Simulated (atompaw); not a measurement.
## Reading a pseudo-wave (terbium)

Columns: radius, all-electron u(r) and pseudo u(r) of the 5s shell (level -61.42 eV) of terbium in the configuration [Kr] 4d10 4f9 5s2 5p6 5d0 6s0 6p0; PBE, scalar-relativistic, PAW (atompaw) scheme, atompaw 4.2.0.5.

```tsv
r (bohr)	all-electron	pseudo
0.115	0.0967	0.1964
0.231	0.2194	0.3877
0.346	-0.3861	0.5640
0.462	-0.5290	0.7225
0.577	-0.2366	0.8554
0.692	0.1884	0.9603
0.808	0.5660	1.0352
0.923	0.8261	1.0776
1.038	0.9717	1.0886
1.154	1.0251	1.0698
1.269	1.0119	1.0249
1.385	0.9554	0.9576
1.500	0.8749	0.8750
1.615	0.7830	0.7830
1.731	0.6878	0.6878
1.846	0.5966	0.5966
1.962	0.5111	0.5111
2.077	0.4346	0.4346
2.192	0.3669	0.3669
2.308	0.3073	0.3073
2.423	0.2566	0.2566
2.538	0.2133	0.2133
2.654	0.1763	0.1763
2.769	0.1456	0.1456
2.885	0.1196	0.1196
3.000	0.0982	0.0982
```

**Question.** How many radial nodes do the two functions have?

**Answer.** The all-electron 5s function has n − l − 1 = 4 (the table is too coarse to show those close to the nucleus); the pseudo-wave has 0, since the states of the same l below it are removed with the core.

**Question.** At about which radius was the pseudo-wave matched?

**Answer.** 1.60 bohr, where the columns begin to agree (steps of 0.12 bohr).

**Question.** Where does each function peak?

**Answer.** Outermost all-electron maximum near 1.15 bohr, pseudo maximum near 1.04 bohr (to the table’s step).

**Question.** Is the pseudo-wave norm-conserving?

**Answer.** No, it belongs to a PAW set: the norm inside the radius is not constrained, and the difference is carried by the augmentation charge.
